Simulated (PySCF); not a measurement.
## Computed properties of 1-fluoro-1-methylcyclobutane (C5H9F), SMILES CC1(F)CCC1

1-fluoro-1-methylcyclobutane (C5H9F), SMILES C1CCC1(C)F. The structure is a stationary point at PBE0-D3(BJ)/def2-SVP. Other conformers were not sampled. All values are computed for the isolated molecule unless a solvent is named; none is compared with measurement here.

**Structure.** The optimised structure has Cs symmetry. All 39 harmonic modes at PBE0-D3(BJ)/def2-SVP (PySCF) are real, so it is a minimum. With heavy atoms numbered as in [CH3:1][C:2]1([F:3])[CH2:4][CH2:5][CH2:6]1, the shortest bond between them is C2–F3 at 1.379 Å and the longest C4–C5 at 1.541 Å.

**Vibrations.** The strongest infrared lines (harmonic, unscaled, degenerate partners summed) lie at 1304 cm⁻¹ (57 km/mol, C 49 %, H 48 %), 1331 cm⁻¹ (38 km/mol, C 57 %, H 42 %), 3085 cm⁻¹ (37 km/mol, H 95 %). The softest mode is at 157 cm⁻¹ and the zero-point energy is 82.3 kcal/mol.

**Electronic structure.** ωB97X/def2-TZVP (PySCF) places the frontier levels at -10.93 and 3.11 eV, a gap of 14.04 eV, and gives a dipole moment of 1.78 D and a mean polarisability of 57.7 bohr³. PBE/def2-TZVP (PySCF) at the same geometry gives -7.03 and 0.36 eV, so its gap is 6.65 eV narrower. An orbital gap is neither the optical nor the fundamental gap.

**Excitations.** TDA-ωB97X/def2-SVPD (PySCF) has S1 at 9.10 eV (136 nm, f = 0.094, bright); the most intense of the 10 singlets computed lies at 9.10 eV (f = 0.09). T1 (TDA) is at 8.93 eV, 0.17 eV under S1. TDA-PBE/def2-SVPD (PySCF) puts S1 at 7.20 eV. No vertical singlet excitation falls in the visible range (under 3.1 eV).

**NMR.** GIAO shifts at B3LYP/pcSseg-1 (PySCF) (non-relativistic, atoms alike by connectivity averaged): ¹³C from 15.2 to 95.5 ppm against TMS; ¹H from 1.6 to 2.3 ppm against TMS; ¹⁹F at -147.0 ppm against CFCl3.
